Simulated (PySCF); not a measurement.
# Working out the ionisation energy of Ga⁵⁺

Ga⁵⁺ [Ar] 3d8 (3F) → Ga⁶⁺ [Ar] 3d7 (4F). All numbers are calculated (PySCF 2.14, scalar relativity by spin-free X2C-1e, in an uncontracted even-tempered set (21 s from 0.19 bohr⁻², ratio 2.5; 14 p from 0.24 bohr⁻², ratio 2.5; 10 d from 0.24 bohr⁻², ratio 2.5; 5 f from 2.2 bohr⁻², ratio 2.7; 4 g from 3.3 bohr⁻², ratio 2.7)). Frozen: [Ne]; the 40 highest virtual orbitals dropped. Energies in hartree (1 hartree = 27.21139 eV):

```csv
part,Ga⁵⁺ (lower),Ga⁶⁺ (upper)
UHF,-1934.930971,-1930.869822
MP2 opposite-spin,-0.468559,-0.411708
MP2 same-spin,-0.210557,-0.186341
```

**Question.** What does Hartree-Fock give?

**Answer.** (-1930.869822) − (-1934.930971) = 4.061149 hartree = 110.509 eV.

**Question.** What do MP2 and SCS-MP2 (6/5 opposite-spin, 1/3 same-spin) give?

**Answer.** The opposite-spin parts differ by 1.547 eV and the same-spin parts by 0.659 eV. MP2: 110.509 + (1.547) + (0.659) = 112.715 eV. SCS-MP2: 110.509 + 1.2 × (1.547) + (0.659)/3 = 112.585 eV.

A first-order spin-orbit estimate adds -0.022 eV to MP2 (outer shells), giving 112.693 eV against 112.7 ± 1.1 eV (theoretical estimate listed by NIST; NIST Atomic Spectra Database, ionization energies).

What remains against the reference includes basis incompleteness, the frozen core and correlation beyond second order.
